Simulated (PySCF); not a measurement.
F4S, charge +1, multiplicity 2. Atoms are numbered in the order given.

```xyz
5

F      1.1943     0.0000     0.7072
S      0.0000     0.0000    -0.2403
F      0.0000    -1.5652    -0.4936
F      0.0000     1.5652    -0.4936
F     -1.1943     0.0000     0.7072
```
Charge +1, spin multiplicity 2.

Coordinates come from a PBE0-D3(BJ)/def2-SVP optimisation. The spin state was assumed, not searched.

Computed with PBE/def2-TZVP run with PySCF.

ESP charges are fitted to the potential on shells at 1.4 to 2.0 van der Waals radii. Atomic charges (e):

| atom | Löwdin | ESP fit | Mulliken spin |
|---|---|---|---|
| F1 | 0.12 | 0.06 | 0.03 |
| S2 | 0.64 | 0.83 | 0.50 |
| F3 | 0.06 | 0.03 | 0.22 |
| F4 | 0.06 | 0.03 | 0.22 |
| F5 | 0.12 | 0.06 | 0.03 |

Computed Mayer and Wiberg (Löwdin basis) orders of the bonds:
```csv
bond,Mayer,Wiberg
F1–S2,1.30,1.77
S2–F3,1.21,1.72
S2–F4,1.21,1.72
S2–F5,1.30,1.77
```
